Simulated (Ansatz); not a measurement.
Relaxation of ClHSb (3 atoms, charge 0, multiplicity 2), to a largest force component of 0.02 eV/Å in at most 40 steps.

Theory: UHF/def2-SVP (Ansatz).

```xyz
3
Properties=species:S:1:pos:R:3:forces:R:3
Cl 1.490 0.356 0.845 -0.77 0.17 -0.40
Sb -0.671 0.655 -0.293 0.78 -0.98 0.32
H -0.829 -1.077 -0.565 -0.01 0.81 0.08
```

Where does it end, and by what steps?

The forces met the threshold. After 4 steps the energy has fallen by 0.061 eV; Sb2 moved furthest, 0.05 Å.

```
step  energy less start (eV)  largest force component (eV/Å)  accepted
   0                  0.0000                           0.984       yes
   1                  0.0007                           1.249        no
   2                 -0.0580                           0.198       yes
   3                 -0.0609                           0.024       yes
   4                 -0.0610                           0.003       yes
```

```xyz
3
Properties=species:S:1:pos:R:3
Cl 1.458 0.363 0.829
Sb -0.640 0.621 -0.280
H -0.829 -1.049 -0.562
```

Whether the end is a true minimum wasn't checked by a vibrational analysis.

Time of the run: 5.9 s on 1 thread of Arm Neoverse V1 (shared host), peak memory 0.11 GiB.
